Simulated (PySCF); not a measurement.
bromotrifluoromethane (CBrF3), singlet, geometry from GFN2-xTB; DF-PBE/def2-SVP run with PySCF.

PySCF was given this input:
```python
from pyscf import gto, scf, dft

mol = gto.M(
    atom='''
F    -1.255211   -0.590163   -1.107334
C    -0.817884    0.019610   -0.022939
F    -1.315279   -0.587090    1.037016
F    -1.240675    1.268630   -0.036572
Br    1.120223   -0.026859    0.031418
''',
    basis='def2-svp',
    charge=0,
    spin=0,
    verbose=4,
)

mf = dft.RKS(mol)
mf.xc = 'pbe'
mf = mf.density_fit(auxbasis='def2-universal-jkfit')
mf.kernel()
```

It wrote (shortened):

```
PySCF version 2.14.0

[INPUT] verbose = 4
[INPUT] num. atoms = 5
[INPUT] num. electrons = 68
[INPUT] charge = 0
[INPUT] spin (= nelec alpha-beta = 2S) = 0
[INPUT] symmetry False subgroup None
[INPUT] Mole.unit = angstrom
[INPUT] Symbol           X                Y                Z      unit          X                Y                Z       unit  Magmom
[INPUT]  1 F     -1.255211000000  -0.590163000000  -1.107334000000 AA   -2.372005018541  -1.115246438852  -2.092557988419 Bohr   0.0
[INPUT]  2 C     -0.817884000000   0.019610000000  -0.022939000000 AA   -1.545576761664   0.037057529303  -0.043348427571 Bohr   0.0
[INPUT]  3 F     -1.315279000000  -0.587090000000   1.037016000000 AA   -2.485517087392  -1.109439310471   1.959676226792 Bohr   0.0
[INPUT]  4 F     -1.240675000000   1.268630000000  -0.036572000000 AA   -2.344535959595   2.397363253407  -0.069111063828 Bohr   0.0
[INPUT]  5 Br     1.120223000000  -0.026859000000   0.031418000000 AA    2.116914668439  -0.050756153980   0.059371415382 Bohr   0.0

nuclear repulsion = 367.886281075162
number of shells = 36
number of NR pGTOs = 170
number of NR cGTOs = 88
basis = def2-svp
ecp = {}

******** <class 'pyscf.df.df_jk.DFRKS'> ********
method = DFRKS
initial guess = minao
damping factor = 0
level_shift factor = 0
DIIS = <class 'pyscf.scf.diis.CDIIS'>
diis_start_cycle = 1
diis_space = 8
diis_damp = 0
SCF conv_tol = 1e-09
SCF conv_tol_grad = None
SCF max_cycles = 50
direct_scf = False
XC library pyscf.dft.libxc version 7.1.2
    S. Lehtola, C. Steigemann, M. J. T. Oliveira, and M. A. L. Marques,  SoftwareX 7, 1–5 (2018)
XC functionals = pbe
    J. P. Perdew, K. Burke, and M. Ernzerhof,  Phys. Rev. Lett. 77, 3865 (1996)
    J. P. Perdew, K. Burke, and M. Ernzerhof,  Phys. Rev. Lett. 78, 1396 (1997)
    J. P. Perdew, K. Burke, and M. Ernzerhof,  Phys. Rev. Lett. 77, 3865 (1996)
    J. P. Perdew, K. Burke, and M. Ernzerhof,  Phys. Rev. Lett. 78, 1396 (1997)
radial grids:
    Treutler-Ahlrichs [JCP 102, 346 (1995); DOI:10.1063/1.469408] (M4) radial grids

becke partition: Becke, JCP 88, 2547 (1988); DOI:10.1063/1.454033
pruning grids: <function nwchem_prune>
grids dens level: 3
symmetrized grids: False
atomic radii adjust function: <function treutler_atomic_radii_adjust>
small_rho_cutoff = 0
Set gradient conv threshold to 3.16228e-05
Initial guess from minao.
tot grids = 77328
init E= -2910.11533292245
  HOMO = -0.301082178895324  LUMO = -0.0263497113959916  gap/eV = 7.47585
cycle= 1 E= -2910.36064487076  delta_E= -0.245  |g|= 0.932  |ddm|= 2.44
  HOMO = -0.274064009416905  LUMO = -0.127865915608515  gap/eV = 3.97825
cycle= 2 E= -2909.88332257673  delta_E= 0.477  |g|= 1.93  |ddm|= 1.82
  HOMO = -0.270851773004698  LUMO = -0.0495199172720593  gap/eV = 6.02275
cycle= 3 E= -2910.51149325965  delta_E= -0.628  |g|= 0.076  |ddm|= 1.28
  HOMO = -0.27454536804178  LUMO = -0.0595761722361994  gap/eV = 5.84961
cycle= 4 E= -2910.51168430994  delta_E= -0.000191  |g|= 0.0576  |ddm|= 0.124
  HOMO = -0.277719305551945  LUMO = -0.0576566347562149  gap/eV = 5.98821
cycle= 5 E= -2910.51252574584  delta_E= -0.000841  |g|= 0.0131  |ddm|= 0.0831
  HOMO = -0.275706513331167  LUMO = -0.0566445984283614  gap/eV = 5.96098
cycle= 6 E= -2910.51257224695  delta_E= -4.65e-05  |g|= 0.00193  |ddm|= 0.0191
  HOMO = -0.275888815779958  LUMO = -0.0567675976554178  gap/eV = 5.96259
cycle= 7 E= -2910.51257296646  delta_E= -7.2e-07  |g|= 0.000297  |ddm|= 0.00203
  HOMO = -0.275880250315086  LUMO = -0.0567480604676027  gap/eV = 5.96289
cycle= 8 E= -2910.51257298088  delta_E= -1.44e-08  |g|= 4.12e-05  |ddm|= 0.000217
  HOMO = -0.275883415404478  LUMO = -0.0567539362306486  gap/eV = 5.96282
cycle= 9 E= -2910.51257298112  delta_E= -2.44e-10  |g|= 9.2e-06  |ddm|= 4.43e-05
  HOMO = -0.275881097632245  LUMO = -0.0567513399334842  gap/eV = 5.96282
Extra cycle  E= -2910.51257298111  delta_E= 1.09e-11  |g|= 9.9e-06  |ddm|= 2.43e-05
converged SCF energy = -2910.51257298111
```
